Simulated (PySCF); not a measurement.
## RhS₃⁺: from structure and modes to constants

These are results of PySCF, PBE, basis Rh def2-SVP with ECP28, S def2-SVP (scalar-relativistic core potentials, no spin–orbit coupling, density fitting), not measurements.

The singlet minimum has D3h symmetry. Masses (u): Rh 102.90550, S 31.97207.

```xyz
4
charge 1 multiplicity 1, angstrom
Rh    0.0000    0.0000    0.0000
S     2.0752    0.0000    0.0000
S    -1.0376    1.7971    0.0000
S    -1.0376   -1.7971    0.0000
```

Harmonic wavenumbers (cm⁻¹): 64.5 (a2'', ×1), 155.8 (e', ×2), 471.7 (a1', ×1), 529.2 (e', ×2).

Problem. Find the principal moments of inertia and the rotational constants. What kind of rotor is it?

Solution. About the centre of mass I = 206.52, 206.52, 413.04 u Å². With B = 16.8576/I this gives 0.08163, 0.08163, 0.04081 cm⁻¹. The molecule is an oblate symmetric top.

Problem. What is the harmonic zero-point energy?

Solution. Half the sum of all 6 wavenumbers, 1906/2 = 953 cm⁻¹, which is 11.4 kJ/mol (1 cm⁻¹ = 0.0119627 kJ/mol).

Only a few start shapes were tried, so a lower isomer may exist.
